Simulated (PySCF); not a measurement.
C4H6, singlet, at a GFN2-xTB geometry; DF-B3LYP/6-31G (PySCF).

The PySCF input:
```python
from pyscf import gto, scf, dft

mol = gto.Mole()
mol.atom = '''
    C    -0.007842    1.116112    0.310818
    C     0.004371   -1.108774    0.336119
    C     0.742341    0.000166   -0.343776
    C    -0.738611   -0.008053   -0.351627
    H    -0.013937    1.179930    1.393777
    H    -0.010593    2.081333   -0.180528
    H    -0.001158   -1.148012    1.420250
    H     0.012276   -2.084891   -0.133150
    H     1.500095   -0.004239   -1.096854
    H    -1.488242   -0.020823   -1.112697
'''
mol.basis = '6-31g'
mol.charge = 0
mol.spin = 0
mol.verbose = 4
mol.build()

mf = dft.RKS(mol)
mf.xc = 'b3lyp'
mf = mf.density_fit(auxbasis='def2-universal-jkfit')
mf.kernel()
```

Problem. What does PySCF print? Leave out banner, timings and long lists.

Solution. 
```
PySCF version 2.14.0

[INPUT] verbose = 4
[INPUT] num. atoms = 10
[INPUT] num. electrons = 30
[INPUT] charge = 0
[INPUT] spin (= nelec alpha-beta = 2S) = 0
[INPUT] symmetry False subgroup None
[INPUT] Mole.unit = angstrom
[INPUT] Symbol           X                Y                Z      unit          X                Y                Z       unit  Magmom
[INPUT]  1 C     -0.007842000000   1.116112000000   0.310818000000 AA   -0.014819232269   2.109146004341   0.587360894585 Bohr   0.0
[INPUT]  2 C      0.004371000000  -1.108774000000   0.336119000000 AA    0.008259992890  -2.095279194039   0.635172855263 Bohr   0.0
[INPUT]  3 C      0.742341000000   0.000166000000  -0.343776000000 AA    1.402821181036   0.000313694537  -0.649642488198 Bohr   0.0
[INPUT]  4 C     -0.738611000000  -0.008053000000  -0.351627000000 AA   -1.395772502591  -0.015217964481  -0.664478728002 Bohr   0.0
[INPUT]  5 H     -0.013937000000   1.179930000000   1.393777000000 AA   -0.026337112998   2.229744546158   2.633856808718 Bohr   0.0
[INPUT]  6 H     -0.010593000000   2.081333000000  -0.180528000000 AA   -0.020017868838   3.933149344019  -0.341148477815 Bohr   0.0
[INPUT]  7 H     -0.001158000000  -1.148012000000   1.420250000000 AA   -0.002188302852  -2.169428267714   2.683883528414 Bohr   0.0
[INPUT]  8 H      0.012276000000  -2.084891000000  -0.133150000000 AA    0.023198277905  -3.939872989571  -0.251617033486 Bohr   0.0
[INPUT]  9 H      1.500095000000  -0.004239000000  -1.096854000000 AA    2.834768710829  -0.008010549042  -2.072753658634 Bohr   0.0
[INPUT] 10 H     -1.488242000000  -0.020823000000  -1.112697000000 AA   -2.812369787075  -0.039349767092  -2.102692589625 Bohr   0.0

nuclear repulsion = 116.89124734173
number of shells = 32
number of NR pGTOs = 112
number of NR cGTOs = 48
basis = 6-31g
ecp = {}

******** <class 'pyscf.df.df_jk.DFRKS'> ********
method = DFRKS
initial guess = minao
damping factor = 0
level_shift factor = 0
DIIS = <class 'pyscf.scf.diis.CDIIS'>
diis_start_cycle = 1
diis_space = 8
diis_damp = 0
SCF conv_tol = 1e-09
SCF conv_tol_grad = None
SCF max_cycles = 50
direct_scf = False
XC library pyscf.dft.libxc version 7.1.2
    S. Lehtola, C. Steigemann, M. J. T. Oliveira, and M. A. L. Marques,  SoftwareX 7, 1–5 (2018)
XC functionals = b3lyp
    P. J. Stephens, F. J. Devlin, C. F. Chabalowski, and M. J. Frisch,  J. Phys. Chem. 98, 11623 (1994)
radial grids:
    Treutler-Ahlrichs [JCP 102, 346 (1995); DOI:10.1063/1.469408] (M4) radial grids

becke partition: Becke, JCP 88, 2547 (1988); DOI:10.1063/1.454033
pruning grids: <function nwchem_prune>
grids dens level: 3
symmetrized grids: False
atomic radii adjust function: <function treutler_atomic_radii_adjust>
small_rho_cutoff = 0
Set gradient conv threshold to 3.16228e-05
Initial guess from minao.
tot grids = 115320
******** <class 'pyscf.df.df.DF'> ********
auxbasis = def2-universal-jkfit
init E= -156.592225915972
  HOMO = -0.288880827980927  LUMO = 0.0184791639825634  gap/eV = 8.36369
cycle= 1 E= -155.867593746345  delta_E= 0.725  |g|= 0.291  |ddm|= 2.95
  HOMO = -0.19627549558292  LUMO = 0.135297475533498  gap/eV = 9.02256
cycle= 2 E= -155.864762199961  delta_E= 0.00283  |g|= 0.319  |ddm|= 0.753
  HOMO = -0.246952262272506  LUMO = 0.110619406542764  gap/eV = 9.73002
cycle= 3 E= -155.893228563266  delta_E= -0.0285  |g|= 0.00918  |ddm|= 0.411
  HOMO = -0.246791929670242  LUMO = 0.110041237323631  gap/eV = 9.70993
cycle= 4 E= -155.893253399736  delta_E= -2.48e-05  |g|= 0.000938  |ddm|= 0.0239
  HOMO = -0.246816347980621  LUMO = 0.110121584710864  gap/eV = 9.71278
cycle= 5 E= -155.893253733005  delta_E= -3.33e-07  |g|= 0.000303  |ddm|= 0.00418
  HOMO = -0.246837295893032  LUMO = 0.110115461272188  gap/eV = 9.71318
cycle= 6 E= -155.893253756009  delta_E= -2.3e-08  |g|= 0.000123  |ddm|= 0.000707
  HOMO = -0.246822874334537  LUMO = 0.110124983428711  gap/eV = 9.71305
cycle= 7 E= -155.893253759911  delta_E= -3.9e-09  |g|= 1.72e-05  |ddm|= 0.000149
  HOMO = -0.246822024677997  LUMO = 0.110125528904068  gap/eV = 9.71304
cycle= 8 E= -155.893253760005  delta_E= -9.41e-11  |g|= 1.09e-06  |ddm|= 3.79e-05
  HOMO = -0.24682186871521  LUMO = 0.110125773925073  gap/eV = 9.71304
Extra cycle  E= -155.893253760005  delta_E= 1.71e-13  |g|= 7.42e-07  |ddm|= 2.9e-06
converged SCF energy = -155.893253760005
```
